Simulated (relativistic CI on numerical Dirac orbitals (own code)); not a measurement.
**One change at a time: Te¹¹⁺**

Base calculation: Dirac-Coulomb-Breit CI, separate exchange-only KLI orbitals for each configuration, model QED (radiative potential, 1s self-energy scaled to tabulated hydrogen-like ionisation energies), unscaled Slater integrals.

CI space (outside the closed core [Ar] 3d10): 4s²4p⁶4d⁵, 4s²4p⁵4d⁶, 4s²4p⁶4d⁴4f, 4s²4p⁴4d⁷, 4s²4p⁶4d⁴5s, 4s4p⁶4d⁶, 4s²4p⁶4d⁴5p, 4s²4p⁶4d³5s², 4s²4p⁶4d³4f5s, 4p⁶4d⁷, 4s²4p⁶4d⁴5d, 4s²4p⁶4d³5s5p, 4s²4p⁶4d³5p², 4s²4p⁶4d⁴6s, 4s²4p⁶4d⁴5g. Levels of other configurations are missing.

Variants: (1) P86 correlation estimate; (2) non-relativistic limit; (3) one mean potential for all configurations. Shifts of the energy above 4s²4p⁶4d⁵ ⁶S5/2, in cm⁻¹, for the lowest level and the first level of each name with at least 55 % of one term (blank where a level changes its place among those of its configuration and J or its character, or is not in the variant):

```csv
Level,Base,Δ(1),Δ(2),Δ(3)
4s²4p⁶4d⁵ ⁶S5/2,0.0,0.0,0.0,0.0
4s²4p⁶4d⁵ ⁴P3/2,45631.9,+5.9,+3967.7,+5.2
4s²4p⁶4d⁵ ⁴G7/2,46077.3,+1.1,+1585.5,-5.3
4s²4p⁶4d⁵ ⁴G11/2,47673.4,-0.1,-10.6,-11.6
4s²4p⁶4d⁵ ⁴G9/2,48602.5,0.0,-939.7,-13.3
4s²4p⁶4d⁵ ⁴P1/2,49183.5,+6.4,+416.1,+0.8
4s²4p⁶4d⁵ ⁴D7/2,55952.2,+3.1,-880.4,-11.6
4s²4p⁶4d⁵ ⁴D1/2,60471.5,+4.4,-5399.6,-16.3
4s²4p⁶4d⁵ ⁴D3/2,61930.8,+5.1,-6858.9,-15.5
4s²4p⁶4d⁵ ²I11/2,68732.7,-2.0,+2237.7,-19.2
4s²4p⁶4d⁵ ²I13/2,73754.5,-3.4,-2784.0,-29.6
4s²4p⁶4d⁵ ⁴F5/2,77810.8,+6.1,,-15.1
4s²4p⁶4d⁵ ²H9/2,82137.5,+4.1,-241.0,-15.7
4s²4p⁶4d⁵ ²G7/2,87243.1,+4.2,-4643.0,-23.4
```

At this charge energies of transitions that change n are usually good to better than 1 %, and those within a shell (Δn = 0) to a few per cent. Terms inside the open d or f shell come out 10 to 20 % too wide with unscaled integrals. Levels and lines within the n = 5 or 6 shells can be off by up to 10 % or somewhat more, and those that change n by about 2 %, since core polarisation is missing.

Ionisation energy from the two ground configurations alone: base 245.722 eV; P86 correlation estimate 247.396 eV. The NIST ASD value (theoretical) is 245 eV.

LS names give the leading component of a level, which can be under half, so a name can repeat, a term be missing and a line seem to break the LS rules.
